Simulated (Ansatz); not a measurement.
Relaxation of Cl2H2OSSi2 (8 atoms, charge 0, multiplicity 1), to a largest force component of 0.02 eV/Å in at most 50 steps.

These are results of Ansatz, RHF/def2-SVP, not measurements.

```xyz
8
Properties=species:S:1:pos:R:3:forces:R:3
Cl 0.662 -2.242 1.925 -0.04 0.82 -0.09
Si 0.655 -0.556 0.735 0.99 -3.99 -0.10
Cl 2.530 0.065 0.420 0.49 0.54 0.49
O -0.018 -0.876 -0.700 1.53 -0.39 1.68
Si -0.836 0.584 -0.842 -4.82 1.82 -5.32
S -0.723 0.944 1.262 0.58 2.79 2.72
H -1.742 1.698 1.807 0.41 -1.31 -0.21
H 0.033 1.571 -1.584 0.86 -0.28 0.82
```

Q: Where does it end, and by what steps?

A: It converged. The force dipped under the threshold on the way, but the program's further checks kept it going. After 36 steps the energy has fallen by 4.214 eV; H8 moved furthest, 1.48 Å. Parted: Si2–Si5 (2.45 → 3.24 Å), Si5–S6 (2.14 → 4.63 Å).

```
step  energy less start (eV)  largest force component (eV/Å)  accepted
   0                  0.0000                           5.320       yes
   2                 -2.7796                           1.572       yes
   4                 -3.4659                           1.281       yes
   6                 -3.8328                           0.919       yes
   8                 -4.0023                           0.726       yes
  10                 -4.1459                           0.561       yes
  12                 -4.1812                           0.257        no
  14                 -4.1964                           0.053       yes
  16                 -4.1988                           0.085       yes
  18                 -4.2026                           0.137       yes
  20                 -4.2053                           0.131       yes
  22                 -4.2083                           0.083       yes
  24                 -4.2098                           0.148       yes
  26                 -4.2114                           0.034       yes
  28                 -4.2127                           0.027       yes
  30                 -4.2116                           0.100        no
  32                 -4.2135                           0.069       yes
  34                 -4.2137                           0.024       yes
  36                 -4.2139                           0.017       yes
```

```xyz
8
Properties=species:S:1:pos:R:3
Cl 0.359 -2.058 1.447
Si 0.427 -0.073 0.927
Cl 2.372 0.448 0.551
O -0.477 0.106 -0.401
Si -0.907 0.348 -1.995
S -0.234 1.179 2.507
H -1.477 0.686 2.544
H 0.496 0.552 -2.555
```

Whether the end is a true minimum wasn't checked by a vibrational analysis.

Run time: 46 s on 2 threads of Intel(R) Xeon(R) 6975P-C (Granite Rapids), with other jobs on the host, peak memory 0.31 GiB.
